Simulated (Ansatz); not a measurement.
CH7BFNOSi can be A, `C[Si](N)(F)BO`, or B, `BN[Si](C)(O)F`.

Gas-phase electronic energies from Ansatz, PBE0-D4/def2-TZVP geometries. CCSD(T)/CBS is the MP2 limit (def2-TZVPP, def2-QZVPP) plus CCSD(T) − MP2 in def2-TZVPP, frozen cores. Functionals use def2-TZVPP. B3LYP here is the variant with VWN-RPA as its local correlation; programs differ in this. Each species was taken in one conformer, which may not be the lowest.

**Question.** Which is lower in electronic energy at CCSD(T)/CBS, and by how much? (Best estimate.)

**Answer.** Computed: B, by 143.7 kJ/mol.

**Question.** Give E(B) − E(A) in kJ/mol with B3LYP, B3LYP-D4, ωB97M-V, MP2/def2-TZVPP, B2PLYP, CCSD(T)/def2-TZVPP, r2SCAN-D4. (Best estimate.)

**Answer.** Ansatz gave: B3LYP -138.0, B3LYP-D4 -140.7, ωB97M-V -145.0, MP2/def2-TZVPP -150.6, B2PLYP -143.7, CCSD(T)/def2-TZVPP -144.0, r2SCAN-D4 -143.0. None reverses the order clearly.

Largest T1 diagnostic: 0.013.

From PBE to PBE0 (25 % exact exchange), in def2-TZVPP and without D4, E(B) − E(A) moves by −9.3 kJ/mol. In def2-TZVPP, CCSD(T) changes the Hartree–Fock value by +12.5 kJ/mol (the triples alone add +1.5 kJ/mol) and MP2 by +6.0 kJ/mol.
